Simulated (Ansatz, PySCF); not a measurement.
Species: C$_{3}$, charge 0, multiplicity 1. SMILES: [C][C][C]
Geometry: optimised at B3LYP-D3(BJ)/def2-TZVP (Ansatz, a quantum-chemistry and plane-wave program).

Quantity: vertical ionisation energy (to the doublet state of charge +1; each state is the SCF solution reached for its spin; for the doublet the Hartree-Fock reference is unstable and T1 is 0.034; for the singlet the Hartree-Fock reference is unstable and T1 is 0.023), in eV. Cores are frozen in the correlated levels unless marked. UHF or UKS for open shells. No spin-orbit coupling. Non-relativistic.  The program attaches cautions to a run behind CCSD/aug-cc-pVTZ: large difference. The program attaches cautions to a run behind CCSD(T)/aug-cc-pVDZ: large difference.

```csv
level,program,vertical ionisation energy (eV)
SVWN5/def2-TZVPD,Ansatz,11.85
PBE/def2-TZVPD,Ansatz,11.72
r2SCAN/def2-TZVPD,Ansatz,11.90
PBE0/def2-TZVPD,Ansatz,12.10
BHLYP/def2-TZVPD,Ansatz,12.15
CAM-B3LYP/def2-TZVPD,Ansatz,12.34
wB97X-V/def2-TZVPD,Ansatz,12.33
CCSD/aug-cc-pVTZ,Ansatz,12.30
CCSD(T)/aug-cc-pVDZ,Ansatz,11.66
```

For comparison, minus the highest occupied orbital energy (PySCF): 8.13 eV at M06-L/def2-TZVPD, 10.92 eV at M06-2X/def2-TZVPD, 9.35 eV at B3LYP/def2-TZVPD.
